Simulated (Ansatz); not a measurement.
Mulliken charges of C₂H₄BNO (`BCOC#N`) from PBE/def2-TZVPP in Ansatz (PBE0-D4/def2-TZVP geometry).

```json
{"atom": "B1", "x (Å)": "0.423", "y (Å)": "1.018", "z (Å)": "1.187", "charge (e)": "-0.060"}
{"atom": "C2", "x (Å)": "-0.230", "y (Å)": "0.237", "z (Å)": "0.022", "charge (e)": "-0.032"}
{"atom": "O3", "x (Å)": "0.545", "y (Å)": "-0.926", "z (Å)": "-0.381", "charge (e)": "-0.153"}
{"atom": "C4", "x (Å)": "0.042", "y (Å)": "-1.605", "z (Å)": "-1.344", "charge (e)": "-0.060"}
{"atom": "N5", "x (Å)": "-0.388", "y (Å)": "-2.236", "z (Å)": "-2.210", "charge (e)": "-0.038"}
{"atom": "H6", "x (Å)": "-0.155", "y (Å)": "1.987", "z (Å)": "1.574", "charge (e)": "0.041"}
{"atom": "H7", "x (Å)": "1.453", "y (Å)": "0.675", "z (Å)": "1.678", "charge (e)": "0.051"}
{"atom": "H8", "x (Å)": "-1.240", "y (Å)": "-0.090", "z (Å)": "0.305", "charge (e)": "0.125"}
{"atom": "H9", "x (Å)": "-0.362", "y (Å)": "0.895", "z (Å)": "-0.848", "charge (e)": "0.125"}
```

Question: By hand: the dipole of these point charges (1 e Å = 4.8032 D).

Answer: Σ q r = (-0.222, 0.471, 0.233) e Å, of length 0.570 e Å = 2.74 D.

Question: How does the dipole of the full density compare? (An estimate is asked.)

Answer: Ansatz gave: (-0.019, 0.698, 0.582) e Å, 4.37 D; the point charges give 0.63 times that, at 25° from its direction.

Point charges leave out the atoms' own dipoles, such as those of lone pairs, and Mulliken's split depends on the basis, so the two needn't agree.
